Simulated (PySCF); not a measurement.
Species: C5H9ClO2.
Geometry (GFN2-xTB, Å), atoms numbered from 1 in this order:
```xyz
17
C5H9ClO2 angstrom
C     -2.509    0.726    0.862
O     -1.105    0.690    0.903
C     -0.550   -0.307    0.079
C      0.969   -0.120    0.081
C      1.699   -1.322   -0.528
C      1.323    1.096   -0.727
O      0.732    1.577   -1.632
Cl     2.878    1.781   -0.234
H     -2.941   -0.222    1.208
H     -2.870    0.929   -0.153
H     -2.817    1.530    1.525
H     -0.806   -1.307    0.464
H     -0.937   -0.220   -0.947
H      1.297    0.028    1.113
H      1.371   -1.484   -1.552
H      1.487   -2.215    0.054
H      2.772   -1.150   -0.526
```

PySCF, density fitting, gas phase, GFN2-xTB geometry. The standard run uses grid level 2 after a coarse-grid start, the def2-universal JK fitting basis (with tight functions added where the orbital basis needs them), an energy threshold of 1e-9 Eh and DIIS. The changed runs have no coarse-grid stage.

Standard PBE0/pcSseg-1: E = -805.986645 Eh, HOMO -7.695 eV, LUMO -0.897 eV, dipole 3.517 D, 14 cycles (coarse-grid cycles included). What changes at PBE0/pcSseg-1 with: damping 2.0 at the start, DIIS from the seventh cycle, at most 99 cycles?

E = -805.986645 Eh (0.000 mEh), HOMO -7.695 eV (0.000), LUMO -0.897 eV (0.000), dipole 3.516 D (-0.001), 25 SCF cycles. The result matches the standard run within 0.02 mEh and 0.003 eV; such settings steer the iterations and don't enter the energy expression.

The cycles:
```
cycle   1  E = -805.8173758518  dE =  1.090e+00  |g| = 9.333e-01  |ddm| = 3.556e+00
cycle   2  E = -804.2401239407  dE =  1.577e+00  |g| = 3.058e+00  |ddm| = 1.287e+00
cycle   3  E = -790.0859610526  dE =  1.415e+01  |g| = 8.628e+00  |ddm| = 4.226e+00
cycle   4  E = -610.6203324511  dE =  1.795e+02  |g| = 2.804e+01  |ddm| = 1.667e+01
cycle   5  E = -109.7561877755  dE =  5.009e+02  |g| = 2.161e+01  |ddm| = 4.693e+01
cycle   6  E = -439.7847652360  dE = -3.300e+02  |g| = 3.242e+01  |ddm| = 7.045e+01
cycle   7  E = -71.0531443504  dE =  3.687e+02  |g| = 3.245e+01  |ddm| = 5.921e+01
cycle   8  E = -632.9202510031  dE = -5.619e+02  |g| = 2.228e+01  |ddm| = 4.265e+01
cycle   9  E = -759.6514982641  dE = -1.267e+02  |g| = 9.150e+00  |ddm| = 3.549e+01
cycle  10  E = -687.7107808051  dE =  7.194e+01  |g| = 1.813e+01  |ddm| = 4.293e+01
... (5 lines left out)
cycle  16  E = -805.7992449771  dE = -6.089e-01  |g| = 8.569e-01  |ddm| = 1.349e+00
cycle  17  E = -805.9544909927  dE = -1.552e-01  |g| = 3.911e-01  |ddm| = 1.145e+00
cycle  18  E = -805.9721549289  dE = -1.766e-02  |g| = 2.741e-01  |ddm| = 3.712e-01
cycle  19  E = -805.9860761259  dE = -1.392e-02  |g| = 5.166e-02  |ddm| = 2.499e-01
cycle  20  E = -805.9866127163  dE = -5.366e-04  |g| = 1.212e-02  |ddm| = 4.514e-02
cycle  21  E = -805.9866417410  dE = -2.902e-05  |g| = 4.001e-03  |ddm| = 1.113e-02
cycle  22  E = -805.9866452621  dE = -3.521e-06  |g| = 9.348e-04  |ddm| = 4.625e-03
cycle  23  E = -805.9866454590  dE = -1.969e-07  |g| = 3.352e-04  |ddm| = 1.335e-03
cycle  24  E = -805.9866454850  dE = -2.596e-08  |g| = 5.676e-05  |ddm| = 3.904e-04
cycle  25  E = -805.9866454857  dE = -7.435e-10  |g| = 1.697e-05  |ddm| = 6.586e-05
```
